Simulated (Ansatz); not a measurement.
A search over several starts for the lowest SCF solution of Al(H2O)F3 (AlOF₃H₂) at the given spin, in a small basis.

```yaml
crystal:
  periodic: [false, false, false]
  atoms:
    - {symbol: Al, position_ang: [-0.017430, 0.028402, -0.834042]}
    - {symbol: O, position_ang: [-0.158045, 0.264021, 1.094406]}
    - {symbol: H, position_ang: [-0.610641, -0.499424, 1.483620]}
    - {symbol: H, position_ang: [0.725058, 0.315570, 1.489854]}
    - {symbol: F, position_ang: [1.649549, 0.017909, -0.855228]}
    - {symbol: F, position_ang: [-0.788670, 1.317571, -1.532852]}
    - {symbol: F, position_ang: [-0.799822, -1.444050, -0.845759]}
basis:
  gaussian: {orbitals: def2-SVP, initial_orbitals: start.molden}
hamiltonian: {xc: pbe0, dispersion: d4}
output: {orbitals: {seedname: orbitals}}
```

The file start.molden holds the orbitals of an earlier run on this structure, at another level or in another basis.

```sh
$ ansatz run in.yaml --threads 4 --pin off --events-out ev --progress --plain --max-ram 3916MiB
```

Shortened log:

```
Functional definition: PBE0
771 factors; integrals over basis functions are off by at most 1.2e-3 eV
mean field evaluation 1: about -16810.9350 eV, gradient 7.9e-1 eV
mean field evaluation 2: about -16811.0870 eV, gradient 4.4e-4 eV
mean field evaluation 4: about -16811.0870 eV, gradient 2.4e-5 eV
mean field evaluation 8: about -16810.9298 eV, gradient 2.0e0 eV
mean field evaluation 16: about -16811.0870 eV, gradient 5.3e-3 eV
mean field -16811.08698167 eV, -617.7960516124 hartree, gradient 2.4e-5 eV, S^2 0.000000; 1 other end points of the search recorded, 0 dependent functions left out
reference -16811.08701131 eV, -617.7960527015 hartree; 25, 25 occupied and 59, 59 virtual orbitals, 771 factors
Total energy: -16811.17192920 eV, -617.7991733764 hartree
```

Run time 0.75 s (4 threads of Arm Neoverse V2 on a shared host).
